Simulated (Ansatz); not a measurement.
One change: `[SiH3]N[SiH2][SeH]` becomes `[SiH3]N[SiH2][SiH2]Cl`.

Ansatz, PBE0-D4/def2-TZVP geometries, multiplicity 1. Each molecule was computed in one conformer, which needn't be the lowest.

Scalar relativity is left out up to krypton.

```json
{"property": "HOMO–LUMO gap (PBE0/def2-TZVPP) / eV", "`[SiH3]N[SiH2][SeH]`": "6.96"}
{"property": "size of the dipole moment (ωB97M-V/def2-TZVPP) / D", "`[SiH3]N[SiH2][SeH]`": "1.92"}
{"property": "HOMO–LUMO gap (PBE/def2-TZVPP) / eV", "`[SiH3]N[SiH2][SeH]`": "4.99"}
{"property": "HOMO energy (B3LYP/def2-TZVPP) / eV", "`[SiH3]N[SiH2][SeH]`": "-6.78"}
{"property": "HOMO energy (PBE0/def2-TZVPP) / eV", "`[SiH3]N[SiH2][SeH]`": "-7.02"}
{"property": "HOMO–LUMO gap (B3LYP/def2-TZVPP) / eV", "`[SiH3]N[SiH2][SeH]`": "6.49"}
```

Problem. What does the change do to each property? (An estimate is asked.)

Solution. Computed: 
| property | `[SiH3]N[SiH2][SiH2]Cl` | shift |
| --- | --- | --- |
| HOMO–LUMO gap (PBE0/def2-TZVPP) / eV | 6.75 | -0.21 |
| size of the dipole moment (ωB97M-V/def2-TZVPP) / D | 1.71 | -0.21 |
| HOMO–LUMO gap (PBE/def2-TZVPP) / eV | 4.63 | -0.36 |
| HOMO energy (B3LYP/def2-TZVPP) / eV | -7.30 | -0.52 |
| HOMO energy (PBE0/def2-TZVPP) / eV | -7.51 | -0.49 |
| HOMO–LUMO gap (B3LYP/def2-TZVPP) / eV | 6.39 | -0.10 |

With PBE0 the HOMO falls by 0.49 eV and the LUMO falls by 0.69 eV, so the gap narrows by about 0.20 eV. PBE moves the HOMO by -0.36 eV and ωB97M-V by -0.50 eV. Dipoles are sizes alone; their direction can turn.

B3LYP here is the variant with VWN-RPA as its local correlation; programs differ in this.

Spin–orbit coupling is left out; it splits and shifts lone-pair levels of the heavy atoms by tenths of an eV.
